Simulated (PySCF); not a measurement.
# Br (bromine, neutral) across methods

[Ar] 3d10 4s1 4p6, 2S determinant (an excited configuration). Computed with PySCF 2.14 in aug-cc-pV5Z-PP with ECP10MDF (8s7p6d4f3g2h, 136 functions), with a scalar-relativistic core potential.

```tsv
method	E (hartree)	mean ε 4s α (eV)	mean ε 4p α (eV)	mean ε 4p β (eV)	Σ⟨r²⟩ (bohr²)	⟨S²⟩
PBE	-416.3589	-21.412	-8.833	-8.033	40.78	0.753
UHF	-414.93745	-31.047	-14.224	-10.781	41.54	0.784
B97-3	-416.3808	-24.101	-10.408	-9.021	40.66	0.756
M06-2X	-416.5127	-26.117	-11.689	-9.985	41.10	0.761
r2SCAN	-416.2160	-22.493	-9.336	-8.231	40.45	0.758
BHandHLYP	-416.1712	-26.468	-11.703	-9.829	40.94	0.760
PBE0	-416.3065	-23.995	-10.354	-9.010	40.70	0.756
LDA	-415.7728	-21.614	-8.926	-8.201	40.71	0.752
```

Energies and moments cover only the electrons outside the core potential.
